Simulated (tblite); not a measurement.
Input of a run (GFN2-xTB geometry optimisation, gas phase (tblite 0.8.0)), started from a force field or distance geometry:
```
{"job": {"kind": "relax", "xc": "GFN2-xTB", "basis": "xTB"}, "charge": 0, "multiplicity": 2}
C      1.355000    -0.452000    -1.522600
O      1.136900     0.355800    -0.372700
C     -0.135900     0.129000     0.272000
C     -1.370000     0.598600    -0.388000
O     -1.425800     1.752500    -1.092400
C     -0.223800    -1.058700     1.190200
C     -0.095600     0.321900     1.766000
H      0.649800    -0.162400    -2.306700
H      2.368300    -0.278000    -1.882100
H      1.234200    -1.512400    -1.278300
H     -2.307900     0.048600    -0.382300
H     -0.560400     2.196600    -1.092300
H     -1.169200    -1.573300     1.319800
H      0.649900    -1.709300     1.257100
H     -0.961800     0.747200     2.276800
H      0.848900     0.604800     2.224100
```

Output (eV, eV/Å):
```
step      E/eV     max force
  0    -634.46425    0.924
  1    -634.50116    0.552
  2    -634.52124    0.484
  3    -634.54432    0.346
  4    -634.55375    0.274
  5    -634.56501    0.223
  6    -634.57072    0.218
  7    -634.57465    0.131
  8    -634.57716    0.123
  9    -634.57963    0.140
 10    -634.58172    0.141
 11    -634.58356    0.112
 12    -634.58552    0.140
 13    -634.58800    0.161
 14    -634.59044    0.150
 15    -634.59210    0.088
 16    -634.59317    0.088
 17    -634.59416    0.091
 18    -634.59535    0.124
 19    -634.59681    0.128
 20    -634.59855    0.098
 21    -634.60077    0.144
 22    -634.60364    0.149
 23    -634.60689    0.165
 24    -634.60977    0.149
 25    -634.61210    0.112
 26    -634.61419    0.148
 27    -634.61626    0.132
 28    -634.61840    0.107
 29    -634.62050    0.107
 30    -634.62222    0.090
 31    -634.62334    0.088
 32    -634.62399    0.073
 33    -634.62466    0.062
 34    -634.62541    0.060
 35    -634.62621    0.085
 36    -634.62710    0.123
 37    -634.62840    0.135
 38    -634.62979    0.099
 39    -634.63105    0.081
 40    -634.63180    0.068
 41    -634.63236    0.074
 42    -634.63293    0.070
 43    -634.63349    0.041
 44    -634.63375    0.040
 45    -634.63391    0.027
 46    -634.63405    0.028
 47    -634.63419    0.030
 48    -634.63435    0.038
 49    -634.63452    0.043
 50    -634.63471    0.037
 51    -634.63490    0.037
 52    -634.63506    0.030
 53    -634.63518    0.026
 54    -634.63529    0.028
 55    -634.63542    0.028
 56    -634.63558    0.031
 57    -634.63577    0.032
 58    -634.63595    0.035
 59    -634.63617    0.034
 60    -634.63643    0.048
 61    -634.63672    0.045
 62    -634.63695    0.033
 63    -634.63708    0.028
 64    -634.63717    0.023
 65    -634.63727    0.025
 66    -634.63740    0.027
 67    -634.63753    0.030
 68    -634.63763    0.024
 69    -634.63772    0.024
 70    -634.63778    0.025
 71    -634.63783    0.024
 72    -634.63789    0.020
 73    -634.63796    0.024
 74    -634.63804    0.021
 75    -634.63810    0.020
 76    -634.63815    0.018
 77    -634.63820    0.017
 78    -634.63826    0.018
 79    -634.63834    0.021
 80    -634.63841    0.018
 81    -634.63847    0.021
 82    -634.63851    0.013
 83    -634.63854    0.010
 84    -634.63855    0.007
```

Summarise the run.

The energy falls by 0.174 eV over 84 L-BFGS steps, the largest force on an atom goes from 0.92 to 0.007 eV/Å, and the atoms move by 0.267 Å rms after alignment. The bond that changes most is O2–C3 (ends: oxygen bonded to 2 C; carbon bonded to 3 C and O), which shortens by 0.038 Å. Bonds longer at the end by more than 0.005 Å: 3 of 16; shorter: 9. Among the angles that change most is O2–C3–C4, from 119.1° to 113.0°. Among the dihedrals that turn most is C6–C3–C4–H11, from -10° to 29°. The energy never rose by more than 1e-5 eV on the way. The first step brought 21 % of the lowering.

What are the final bond lengths?

C1–O2 1.414 Å, O2–C3 1.407 Å, C3–C4 1.455 Å, C4–O5 1.367 Å, C3–C6 1.514 Å, C6–C7 1.496 Å, C3–C7 1.528 Å, C1–H8 1.095 Å, C1–H9 1.089 Å, C1–H10 1.094 Å, C4–H11 1.072 Å, O5–H12 0.970 Å, C6–H13 1.079 Å, C6–H14 1.079 Å, C7–H15 1.078 Å, C7–H16 1.078 Å. Numbering counts from 1 in the input's order; the species is `COC1([CH]O)CC1` [radical].

Hardware: an Arm Neoverse V2 with one thread (shared host). Cost: 0.33 s wall.

Its GFN2-xTB frequencies are all real (lowest 101 cm⁻¹).

One conformer stands for the species.

The numbers are calculated, not measured.
